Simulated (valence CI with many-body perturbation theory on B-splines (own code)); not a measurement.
# Questions on Cs³²⁺

Level of theory: configuration interaction combined with many-body perturbation theory (CI+MBPT): five valence electrons over a frozen Dirac-Fock core [Ar], a basis of 7 s, 7 p, 8 d, 6 f, 4 g, 1 h functions for each j, with the one-electron correlation potential Σ1 (screened to all orders), the two-electron term Σ2, the three-electron term Σ3, Breit, model QED; selected single and double excitations, second order for the rest (own B-spline code, finite nucleus).

The last digits are not significant, and no measured levels were compared; by estimate large intervals hold to a few tenths of a per cent, small ones and those within an open d or f shell to about a per cent. Only levels of the ground parity were solved; by the run's estimate the other parity begins above the list, which can be wrong where configurations are misplaced.

Levels are named by their leading jj configuration (3d3/2^4 stands for four electrons in 3d with j = 3/2), which in mixed levels can hold well under half, so a name can repeat and another be missing.

Rates and lifetimes use the calculated energies. Strong lines usually hold to 10 to 20 %, long lifetimes can be off by a factor of two.

(1) What is the ground level?

(2) How well does LS coupling describe the low levels?

(3) What is the ionisation energy?

## Answers

(1) (3d3/2^4 3d5/2) J=5/2, composition 48 % 3d5 6S + 30 % 3d5 4P + 10 % 3d5 2D, g = 1.685.

(2) Among the lowest 20 levels the leading LS term, summed over configurations, holds 50 % on average. For single configurations the figures are 50 % in LS and 80 % in jj coupling. Terms mix most in the J = 5/2 level at 96974 cm⁻¹, where the leading one holds 27 %.

(3) 2029 eV; NIST lists 2029 ± 4 eV (theoretical).
